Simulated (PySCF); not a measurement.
(2S)-2-fluoro-1-methoxypropane (C4H9FO), SMILES COC[C@H](C)F.

Geometry optimised at PBE-D3(BJ)/def2-SVP. One conformer was computed; it need not be the lowest.

Two levels are set side by side: PBE/def2-TZVP (PySCF) and B3LYP/def2-TZVP (PySCF). Same geometry, gas phase. Differences are taken from unrounded values.

```tsv
quantity	B3LYP
orbital gap (eV)	8.13
highest occupied level (eV)	-7.42
lowest empty level (eV)	0.71
dipole moment (D)	2.44
mean polarisability (bohr³)	57.0
```

Q: What does PBE give, and how far is it from B3LYP? (The exact figures need the calculation; the answer reports its results.)

A: 
| quantity | PBE | PBE minus B3LYP |
|---|---|---|
| orbital gap (eV) | 6.27 | -1.86 |
| highest occupied level (eV) | -6.05 | 1.38 |
| lowest empty level (eV) | 0.23 | -0.48 |
| dipole moment (D) | 2.26 | -0.19 |
| mean polarisability (bohr³) | 59.0 | 2.0 |

Without exact exchange PBE keeps part of each electron's self-repulsion, which lifts occupied levels and narrows the gap. Loosely held outer electrons make PBE densities more polarisable. Differences between two approximate levels are no errors against the true value.

Rough cost on one machine, each run with all the roots and properties that it gave: B3LYP against PBE within a factor of 2.
